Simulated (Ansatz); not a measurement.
Input for Ansatz (an electronic-structure program): SC-NEVPT2 on CASSCF(7,5)/cc-pVTZ on SeH, 2S+1 = 2, a point of a bond scan (R = 1.475 Å).

Ansatz 0.2 input:
```yaml
crystal:
  periodic: [false, false, false]
  atoms:
    - {symbol: Se, position_ang: [-0.00000000, -0.00000000, -0.04214023]}
    - {symbol: H, position_ang: [0.00000000, 0.00000000, 1.43276767]}
basis:
  gaussian:
    orbitals: cc-pVTZ
    pivot_positions_ang: [[-0.00000000, -0.00000000, -0.04214023], [0.00000000, 0.00000000, 1.43276767]]
magnetization: {spin_polarized: false, initial_magnetization: 1}
correlation: {method: sc_nevpt2, electrons: outside_noble_gas, active_space: {window: {electrons: 7, orbitals: 5}}}
output: {orbitals: {seedname: ./end}}
```

### Question
Predict the final total energy.

### Answer
-2400.5807 hartree.
